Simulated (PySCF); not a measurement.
Computed IR spectrum (relative IR intensity) of a molecule C₃H₉GeN. Geometry: PBE0-D3(BJ)/def2-SVP. One conformer was computed; it need not be the lowest. Calculation: PBE0-D3(BJ)/def2-SVP (PySCF). Frequencies are harmonic and unscaled.

ν (cm⁻¹): 410 (w), 565 (s), 614 (m), 638 (m), 781 (m), 815 (w), 840 (m), 855 (s), 1002 (w), 1111 (vw), 1131 (w), 1162 (w), 1170 (w), 1230 (vw), 1252 (w), 1405 (w), 1432 (w), 1490 (vw), 2139 (vs), 2976 (s), 2984 (s), 3065 (vw), 3101 (m) (against the strongest line: vs over 80 %, s over 45 %, m over 15 %, w over 4 %, vw less)

Problem. Which molecule gave these data?
A. [CH3][GeH]1[CH2]N[CH2]1
B. N[C@H]1C[CH2][GeH2]1
C. [GeH3][N]1CCC1
D. C/N=[C](/C)[GeH3]

Solution. A, [CH3][GeH]1[CH2]N[CH2]1
